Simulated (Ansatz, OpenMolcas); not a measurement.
Si4H10 (SMILES [SiH3][SiH]([SiH3])[SiH3]): the electronic atomisation energy, rung by rung

Si4H10: 14 atoms, total charge 0, spin state singlet. As SMILES, `[SiH3][SiH]([SiH3])[SiH3]`. The shape is that of a PBE0-D4/def2-TZVP optimisation.

Each level gives the electronic atomisation energy (eV). The values are calculated. Electronic energies at fixed atoms, without zero-point motion or spin-orbit coupling.

```csv
level,kind,program,value (eV),less CCSD(T)/6-31G*,CPU time (all runs)
HF/6-31G* (spherical functions),Hartree–Fock,OpenMolcas,31.49,-4.92,22 s
SVWN5/6-31G* (spherical functions),LDA,OpenMolcas,45.26,+8.85,77 s
BLYP/6-31G* (spherical functions),GGA,Ansatz,39.90,+3.49,6.5 s
revPBE/6-31G* (spherical functions),GGA,Ansatz,39.56,+3.15,6.4 s
M06-L/6-31G* (spherical functions),meta-GGA,OpenMolcas,41.80,+5.39,1.8 min
B3LYP/6-31G* (spherical functions),global hybrid,Ansatz,40.68,+4.27,7.6 s
wB97M-V/6-31G* (spherical functions),range-separated hybrid,Ansatz,41.59,+5.18,59 s
B2PLYP/6-31G* (spherical functions),double hybrid,Ansatz,39.37,+2.96,11 s
BCCD(T)/6-31G* (spherical functions),coupled cluster or CI,Ansatz,36.41,0.00,14 s
CCSD(T)/6-31G* (spherical functions),coupled cluster or CI,Ansatz,36.41,0.00,11 s
```

Differences are taken from CCSD(T)/6-31G* (spherical functions) for orientation; it has basis-set and higher-order errors of its own. The values span 31.49 to 45.26 eV. Times are those of the runs behind each value, whatever else they computed, on shared processors of several kinds: orders of magnitude only.
